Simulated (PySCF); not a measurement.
Chain-length series, n-germane fluoro/fluoro (end groups after the name). All species are isolated molecules in the gas phase. One relaxed conformer stands for each flexible species; it need not be the lowest. Strings in code marks are SMILES.

All values below come from PBE0-D3(BJ)/def2-TZVP // PBE-D3(BJ)/def2-SVP (PySCF 2.14.0). All candidates: neutral, multiplicity 1. 

- HOMO: -10.07 eV
- HOMO–LUMO gap: 9.96 eV
- LUMO: -0.11 eV

Task: Identify which member has these values.
A) `[F][GeH2][GeH2][GeH2][GeH2][GeH2][GeH2][GeH2][F]`
B) `[F][GeH2][GeH2][F]` (F–Ge–Ge–F torsion 177°)
C) `[F][GeH2][F]`
D) `[F][GeH2][GeH2][GeH2][GeH2][F]`

Result: C, `[F][GeH2][F]`. The others give `[F][GeH2][GeH2][F]` (F–Ge–Ge–F torsion 177°): -8.57 eV, 7.19 eV, -1.38 eV; `[F][GeH2][GeH2][GeH2][GeH2][F]`: -7.96 eV, 6.57 eV, -1.40 eV; `[F][GeH2][GeH2][GeH2][GeH2][GeH2][GeH2][GeH2][F]`: -7.39 eV, 5.74 eV, -1.65 eV
